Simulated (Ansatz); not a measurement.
Cartesian coordinates in Å:
```
C -0.0443 2.7160 -0.6070
C -0.2648 1.3732 -0.1041
C -0.4594 0.2648 0.3215
C -0.6398 -1.0915 0.7939
Si 0.6330 -2.2430 0.0026
H 0.1535 3.4134 0.2110
H -0.9201 3.0794 -1.1507
H 0.8098 2.7482 -1.2883
H -0.5331 -1.1449 1.8827
H -1.6433 -1.4597 0.5552
H 2.0039 -1.7951 0.3555
H 0.4736 -2.2295 -1.4735
H 0.4310 -3.6313 0.5013
```

The species carries charge 0 and has multiplicity 1.

(1) List the PBE0/def2-TZVPP orbital energies in eV (the Gaussian-basis code of Ansatz). (Best estimate.)

Answers

(1) Ansatz gave: Occupied: -1802.42, -278.63, -278.57, -277.99, -277.90, -144.78, -99.43, -99.43, -99.42, -22.11, -20.97, -18.81, -14.84, -13.58, -12.44, -12.43, -11.99, -11.91, -10.15, -9.56, -9.53, -7.27, -6.97. Lowest empty: 0.61, 1.14, 1.22, 1.51, 1.76, 1.82, 2.39, 2.85.
